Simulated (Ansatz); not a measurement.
The molecule AlSe, multiplicity 2 (the spin of the measured ground state). No spin–orbit coupling. Se is treated without relativity.

D_e counts from the fitted minimum to each atom's lowest state at the same level, without counterpoise.

Correlated levels freeze the inner cores; with def2 sets outer-core shells near the valence are correlated too.

Programs: Ansatz (a quantum-chemistry and plane-wave program) with Gaussian orbitals. 

PBE/def2-TZVPP gives 4.002 eV for the bond energy D_e.

Problem. Where do these levels fall relative to PBE: r2SCAN/def2-TZVPP, PBE0/def2-TZVPP, wB97M-V/def2-TZVPP, B2PLYP/def2-TZVPP, CCSD(T)/def2-QZVPP.

Solution. r2SCAN/def2-TZVPP 0.034; PBE0/def2-TZVPP -0.200; wB97M-V/def2-TZVPP -0.313; B2PLYP/def2-TZVPP -0.270; CCSD(T)/def2-QZVPP -0.256 eV. 1 of 5 lie above PBE; the widest gap is to wB97M-V/def2-TZVPP.
